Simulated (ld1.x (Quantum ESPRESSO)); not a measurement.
Ranking TM potentials for Bi

All share these settings but for the change named:

```
Element                 : Bi
Generator               : ld1.x (Quantum ESPRESSO) 7.5
Type                    : norm-conserving Troullier–Martins (Kleinman–Bylander form)
Functional              : LDA (PZ)
Relativity              : fully relativistic
Frozen core             : [Xe] 4f14
Valence charge          : 15
Reference configuration : 5d10 6s2 6p3
Partial waves           : 6p (bound): rc 1.85 bohr; 5d (bound): rc 1.80 bohr; 6s (bound): rc 1.70 bohr
Local potential         : the s channel
Core correction         : a·sin(br)/r model core inside 1.60 bohr
```

Open shells are filled in proportion to 2j + 1 (rel_dist='average').

Test errors are all-electron minus pseudo excitation energies from the reference, over 5d10 6s2 6p2; 5d10 6s2 6p1; 5d10 6s2 6p0; 5d9 6s2 6p3; 5d10 6s0 6p5; 5d10 6s1 6p4; 5d10 6s2 6p3.3. None of these files shows a bound ghost.

The base gives 70.9 meV.

Of 5 variants that were run, those that failed, showed a ghost or another fault, or gave nearly equal values are left out.

Question: Rank these variants by their largest absolute test error, smallest first.
A. all radii but the core radius scaled by about 1.37 (s 2.32, p 2.54, d 2.46 bohr)
B. all radii but the core radius scaled by about 1.22 (s 2.06, p 2.26, d 2.20 bohr)
C. all radii but the core radius scaled by about 1.11 (s 1.90, p 2.06, d 2.00 bohr)

Answer: A (23.7 meV), B (100.3 meV), C (117.6 meV).
